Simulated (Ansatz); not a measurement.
`[BH2][GaH][SiH3]`, relaxed with RKS PBE0-D4/def2-TZVP in Ansatz from a PBE-D4/def2-SVP geometry. The force threshold is 0.005 eV/Å; the program also tests the step.

The species carries charge 0 and has multiplicity 1.

Start:

```xyz
9

B     2.125   -0.419   -0.437
Ga    0.181   -0.919   -0.016
Si   -1.540    0.778    0.306
H     2.509   -0.251   -1.583
H     2.940   -0.201    0.444
H    -0.374   -2.399    0.138
H    -2.642    0.585   -0.707
H    -1.043    2.194    0.177
H    -2.157    0.631    1.676
```

| step | energy (eV) | largest force (eV/Å) | largest move (Å) |
| --- | --- | --- | --- |
| 1 | -61017.2625 | 0.456 | 0.000 |
| 2 | -61017.2824 | 0.154 | 0.020 |
| 3 | -61017.2838 | 0.045 | 0.013 |
| 4 | -61017.2841 | 0.021 | 0.008 |
| 5 | -61017.2841 | 0.002 | 0.003 |

End:

```xyz
9

B     2.122   -0.414   -0.437
Ga    0.169   -0.905   -0.012
Si   -1.547    0.778    0.308
H     2.507   -0.263   -1.562
H     2.928   -0.215    0.427
H    -0.338   -2.391    0.130
H    -2.637    0.595   -0.694
H    -1.049    2.175    0.179
H    -2.156    0.640    1.662
```

It took 22 s on 2 threads of an Arm Neoverse V1 on a shared host, with 0.35 GiB of host memory at the peak.
